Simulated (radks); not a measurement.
Values are calculated unless marked as measured or tabulated.
Q: These are the eigenvalues of the occupied orbitals of an atom or ion with whole-number occupations (Ry). Level of theory: scalar-relativistic Kohn-Sham, LB94 model potential, spin-polarised, spherical densities, finite nucleus; Fermi nuclear charge, rms radius of each element as measured or else 0.836 A^(1/3) + 0.57 fm (a radial shooting solver on a logarithmic mesh with Libxc functionals).

| orbital | eigenvalue |
|---|---|
| 1s | -96.88242 |
| 2s | -8.15081 |
| 2p | -5.75499 |

Which element is it, and in what charge state? The configuration may be excited. Open shells, if any, are filled with parallel spins first.

A: Z = 12, magnesium, charge +2: Mg2+ in [Ne]. The list shows which subshells hold electrons but not how many an open one holds; the 1s level, -48.441 hartree, gives Z - s = 9.8 by -(Z - s)^2/2, which with screening and relativity narrows Z to a few neighbours, and the depths of the outer levels then fix element, charge and occupations together.
